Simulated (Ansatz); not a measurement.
`[NH2][GeH2][CH]=[Se]` → `C=[Se]` + `[NH2][GeH]` at 400 K and 1 bar (germylene formation by 1,1-elimination).

Gas-phase electronic energies from Ansatz, PBE0-D4/def2-TZVP geometries. CCSD(T)/CBS adds triple-zeta CCSD(T) − MP2 to the extrapolated MP2 energy (def2 sets, frozen cores). For Ge, Se outer-core shells are correlated without core-valence functions, which leaves a few kJ/mol of doubt a bond. Scalar relativity is left out up to krypton. Each species was taken in one conformer, which may not be the lowest.

```json
{"species": "`[NH2][GeH2][CH]=[Se]`", "CCSD(T)/CBS energy (Eh)": "-4572.55336", "H − E (kJ/mol)": "181.5", "S (J/(mol·K))": "393.5"}
{"species": "`C=[Se]`", "CCSD(T)/CBS energy (Eh)": "-2439.91603", "H − E (kJ/mol)": "78.0", "S (J/(mol·K))": "255.2"}
{"species": "`[NH2][GeH]`", "CCSD(T)/CBS energy (Eh)": "-2132.60664", "H − E (kJ/mol)": "102.2", "S (J/(mol·K))": "275.6"}
```

H − E and S are ideal-gas, rigid-rotor, harmonic terms from PBE0-D4/def2-TZVP, for one conformer and one mirror image of each species. 1 Eh = 2625.50 kJ/mol, R = 8.31446 J/(mol·K).

Problem. By hand: ΔE, ΔH, ΔS and ΔG.

Solution. ΔE = (-2439.91603) + (-2132.60664) − (-4572.55336) = 0.03069 Eh = 80.6 kJ/mol. Δ(H − E) = 78.0 + 102.2 − 181.5 = -1.3, so ΔH = 79.3 kJ/mol. ΔS = 255.2 + 275.6 − 393.5 = 137.3 J/(mol·K). ΔG = 79.3 − 400 × (137.3)/1000 = 24.4 kJ/mol.

Problem. By hand: the equilibrium constant, and the temperature at which ΔG would vanish if ΔH and ΔS stayed fixed.

Solution. log₁₀ K = −ΔG/(RT ln 10) = -3.2. ΔG = 0 at ΔH/ΔS = 578 K.

The number of gas molecules changes by +1, which sets the sign of ΔS. A doubt of 5 kJ/mol in ΔE shifts log₁₀ K by 0.7 here. Other conformers and mirror images would add mixing entropy, several J/(mol·K) or more a flexible species. Modes under 60 cm⁻¹, often nearly free rotors, make the harmonic entropy too high. These are equilibria of isolated gas molecules and say nothing of rates. Largest T1 diagnostic: 0.015 (customary marks: 0.02 for closed shells, 0.045 for open ones).
